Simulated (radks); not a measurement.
Initial-state core-level shifts of the tungsten ion W3+ when its valence configuration changes from [Xe] 4f14 5d3. All-electron calculation, scalar-relativistic Kohn-Sham, LDA (Slater exchange, Perdew-Wang correlation), spin-polarised, spherical densities, finite nucleus; open shells are filled with parallel spins first (spin-orbit coupling, left out, can overturn this in heavy ions); Fermi nuclear charge, rms radius 5.3658 fm. Program: a radial shooting solver on a logarithmic mesh with Libxc functionals. Shifts are changes of the shell-averaged eigenvalues in eV (positive: less bound); the change of the density at the nucleus, which sets a Mossbauer isomer shift, is in e/bohr^3, on a base of 1.51e+06.

4f13.5 5d3 6s0.5: 2s -7.287; 2p -7.224; 3s -7.938; 3p -7.925; density at nucleus +116.9
4f13 5d3 6s1: 2s -14.846; 2p -14.717; 3s -16.180; 3p -16.154; density at nucleus +242.2
4f13 5d3 6p1: 2s -16.253; 2p -16.121; 3s -17.593; 3p -17.566; density at nucleus +92.0
4f14 5d2 6p1: 2s -5.156; 2p -5.149; 3s -5.067; 3p -5.067; density at nucleus +11.0
4f14 5d2 6s1: 2s -3.736; 2p -3.732; 3s -3.645; 3p -3.646; density at nucleus +153.7
4f12 5d5: 2s -22.432; 2p -22.168; 3s -25.435; 3p -25.376; density at nucleus +166.3
4f12 5d3 6s2: 2s -30.892; 2p -30.621; 3s -33.680; 3p -33.622; density at nucleus +509.9
4f13.5 5d3.5: 2s -5.386; 2p -5.325; 3s -6.082; 3p -6.069; density at nucleus +39.4
4f13 5d4: 2s -10.923; 2p -10.798; 3s -12.352; 3p -12.325; density at nucleus +80.3
